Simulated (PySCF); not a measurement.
Ge(H)2(OEt)(NH2) (C2H9GeNO), SMILES [O]([GeH2][NH2])CC. Geometry optimised at PBE-D3(BJ)/def2-SVP. The values are those of a single conformer.

Computed equilibrium geometry at PBE-D3(BJ)/def2-SVP (PySCF confirms it by a frequency run) as Cartesian coordinates in Å (one conformer of several):
```xyz
14

Ge     1.0012    -0.3014    -0.0527
N      1.3420     1.4459     0.4345
O     -0.7584    -0.6043     0.1849
C     -1.6872     0.2571    -0.4654
C     -3.0775    -0.0109     0.0888
H      1.3877    -0.4065    -1.5565
H      1.6372    -1.3941     0.8434
H      1.5159     1.6060     1.4314
H      2.0687     1.9145    -0.1152
H     -1.4091     1.3267    -0.3103
H     -1.6787     0.0810    -1.5706
H     -3.8321     0.6315    -0.4091
H     -3.1060     0.1926     1.1782
H     -3.3606    -1.0713    -0.0671
```
Charge 0, spin multiplicity 1.
